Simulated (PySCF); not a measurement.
Deuteron quadrupole couplings in `F[C@@H]1OC[C@]12CO[C@@H]2C(F)(F)F`

Compound: C6H6F4O2.
Atom-mapped SMILES: `[F:1][C@@H:2]1[O:3][CH2:4][C@:5]12[CH2:6][O:7][C@@H:8]2[C:9]([F:10])([F:11])[F:12]` (hydrogens: H13 on C2; H14, H15 on C4; H16, H17 on C6; H18 on C8)

Cartesian coordinates in Å at the GFN2-xTB level; atoms count from 1:
```
atom  x, y, z in Å
F1    -2.226    0.597   -1.046
C2    -1.263   -0.361   -0.904
O3    -1.777   -1.536   -0.354
C4    -1.030   -1.387    0.860
C5    -0.377   -0.109    0.325
C6    -0.401    1.219    1.085
O7     1.033    1.277    1.074
C8     1.142    0.094    0.303
C9     1.760    0.359   -1.072
F10    1.124    1.321   -1.745
F11    1.710   -0.748   -1.835
F12    3.042    0.711   -0.986
H13   -0.809   -0.495   -1.892
H14   -1.681   -1.247    1.726
H15   -0.355   -2.231    1.020
H16   -0.847    2.050    0.535
H17   -0.796    1.176    2.102
H18    1.742   -0.683    0.794
```

Level: PBE0/pcSseg-1 (PySCF, non-relativistic); Q(2H) = 0.00286 b; rigid geometry, the same for H and D, with no vibrational averaging.

**Question.** Tabulate Vzz, the asymmetry η and χzz = 234.96 MHz × Q × Vzz for every hydrogen position.

**Answer.** 
```
atom  bonded to  bond length (Å)  Vzz (au)     η  χzz (kHz)
 H13         C2            1.096    0.2773  0.03        186
 H14         C4            1.093    0.2937  0.04        197
 H15         C4            1.092    0.2948  0.04        198
 H16         C6            1.092    0.2920  0.04        196
 H17         C6            1.092    0.2970  0.04        200
 H18         C8            1.098    0.2811  0.03        189
```

Geometry: GFN2-xTB; no solvent, vibrations or thermal averaging. GFN2-xTB bond lengths can be off by several hundredths of an ångström, more for odd bonds, and the gradients follow them. The basis is small and wasn't made for field gradients, so the couplings can be 20 % off.

The run behind these numbers computed NMR shieldings as well. Rough CPU time on one thread of a shared machine: about 2.3 min.
